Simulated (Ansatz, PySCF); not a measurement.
Species: H$_{4}$SiNO$_{3}$ (charge 0, doublet). SMILES: [NH][Si](O)(O)O
Geometry from a B3LYP-D3(BJ)/def2-TZVP (Ansatz, a program for electronic structure) optimisation:
```xyz
9

N     -0.2823    -0.3534     1.6973
Si    -0.0112    -0.0068     0.0106
O      1.5765    -0.2409    -0.3269
O     -0.3429     1.5570    -0.3414
O     -1.0030    -0.9763    -0.8524
H     -1.2705    -0.4211     1.9495
H      2.0559    -0.8699     0.2182
H      0.3724     2.1891    -0.2299
H     -0.8695    -1.0473    -1.8013
```
Charge 0, spin multiplicity 2.

Wanted: size of the dipole moment, in D. Terms: dispersion terms only where a functional's name holds one; 6-31G* and kin with 6d, 5d where marked; spin-orbit terms left out; UHF or UKS for open shells; non-relativistic. Ab initio and DFT rows: single points at B3LYP-D3(BJ) geometries (Ansatz).

```csv
level,program,size of the dipole moment (D)
SVWN5/6-31G*,Ansatz,1.17
PBE/3-21G,Ansatz,1.24
PBE/6-31G*,Ansatz,1.10
BLYP/6-31G*,Ansatz,1.10
BP86/def2-SVP,PySCF,1.07
BP86/6-31G* (5d),PySCF,1.10
B3LYP/STO-3G,Ansatz,0.94
B3LYP/6-31G*,Ansatz,1.02
B3LYP/6-31G**,Ansatz,1.01
```

No value to compare with is used here. The 9 habitual levels span 0.94 (B3LYP/STO-3G) to 1.24 D (PBE/3-21G).

The levels are drawn from those run, B3LYP/6-31G* more often than the rest, none by its result; left out are runs that failed, that the program found above a lower state of the same kind, or whose <S^2> lies over 0.5 above the pure value.
